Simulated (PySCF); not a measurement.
**Computed spin Hamiltonian**

Species: C₆H₅F₂O₂ (doublet state).
Structure used (GFN2-xTB), in Å, numbered top down from 1:
```
atom  x, y, z in Å
C1     2.8123    0.4913   -1.2473
C2     1.8530    0.4043   -0.5388
C3     0.6847    0.2962    0.3185
C4     0.1064   -1.1280    0.2984
O5    -1.1580   -1.1536    0.9594
C6    -2.0657   -0.3318    0.3825
F7    -2.3471   -0.7803   -0.8991
O8    -1.7043    0.9880    0.2975
C9    -0.4105    1.2286   -0.1220
F10   -0.1466    2.5435   -0.0169
H11    3.6554    0.5763   -1.8656
H12    0.9881    0.5551    1.3490
H13    0.7398   -1.8228    0.8493
H14   -0.0071   -1.4748   -0.7353
H15   -3.0048   -0.3842    0.9484
```

The hyperfine couplings belong to this conformer and change with its torsions.

The species is `C#C[C@@H]1CO[C@H](F)O[C]1F` [radical].

Computed with PySCF 2.14.0, UKS B3LYP, pcH-1 on C F H O, non-relativistic, mean-field spin-orbit, GIAO. One conformer (not necessarily the lowest) at the GFN2-xTB geometry, without solvent, vibrations or thermal averaging. A GFN2-xTB geometry isn't a minimum of the functional, and hyperfine couplings can be far from their values at a DFT geometry. The SCF solution wasn't tested for stability.

```
g1, g2, g3                      : 2.00213, 2.00427, 2.00446
g_iso                           : 2.00362
Form of g                       : close to axial: the two nearest values differ by 8 % of g3 − g1
⟨S²⟩                            : 0.7526 (exact 0.7500)
HOMO–LUMO gap, α and β orbitals : 6.17, 6.30 eV
Total energy                    : -581.66796 Eh
Basis functions                 : 300
```

Hyperfine couplings atom by atom, in G; T1 to T3 are the principal values of the dipolar part (MHz turned into gauss with g_iso; 10 G = 1 mT):

| atom | isotope | a_iso | T1 | T2 | T3 | Mulliken spin population |
| --- | --- | --- | --- | --- | --- | --- |
| C1 | 13C | -0.3 | -0.4 | -0.2 | 0.6 | -0.01 |
| C2 | 13C | 8.2 | -0.6 | -0.5 | 1.1 | 0.01 |
| C3 | 13C | 6.2 | -2.0 | -1.5 | 3.4 | -0.03 |
| C4 | 13C | 1.3 | -0.4 | -0.3 | 0.7 | 0.00 |
| O5 | 17O | 0.1 | -0.3 | 0.0 | 0.2 | 0.00 |
| C6 | 13C | -0.4 | -0.5 | -0.2 | 0.7 | 0.00 |
| F7 | 19F | 2.1 | -6.2 | -5.0 | 11.2 | 0.01 |
| O8 | 17O | -8.7 | -17.0 | 8.1 | 8.9 | 0.08 |
| C9 | 13C | 123.4 | -28.0 | -27.7 | 55.7 | 0.83 |
| F10 | 19F | 71.8 | -76.7 | -65.7 | 142.4 | 0.05 |
| H11 | 1H | 0.3 | -0.3 | -0.2 | 0.5 | 0.00 |
| H12 | 1H | 31.6 | -2.1 | -0.8 | 2.9 | 0.06 |
| H13 | 1H | -0.7 | -0.7 | -0.5 | 1.2 | 0.00 |
| H14 | 1H | -0.4 | -1.2 | -1.1 | 2.3 | 0.00 |
| H15 | 1H | 0.4 | -1.1 | -0.8 | 1.9 | 0.00 |

The Mulliken spin populations are largest on C9 (+0.83), O8 (+0.08) and H12 (+0.06). C9 is the only atom above +0.15. The angles at C9 add up to 344.4°, so it is pyramidal.

Under fast tumbling the dipolar parts average out, and these isotropic splittings remain: 1 × 19F (F10, I = 1/2, 2 lines) with 7.18 mT, 1 × 1H (H12, I = 1/2, 2 lines) with 3.16 mT, 1 × 19F (F7, I = 1/2, 2 lines) with 0.21 mT, 1 × 1H (H13, I = 1/2, 2 lines) with 0.07 mT, 1 × 1H (H14, I = 1/2, 2 lines) with 0.04 mT and 1 × 1H (H15, I = 1/2, 2 lines) with 0.04 mT.

The 13C coupling of C9 (346.1 MHz) shows only in satellite lines or after enrichment, since that isotope makes up about 1.07 % of natural carbon.

The 17O coupling of O8 (-24.4 MHz) shows only in satellite lines or after enrichment, since that isotope makes up about 0.038 % of natural oxygen.
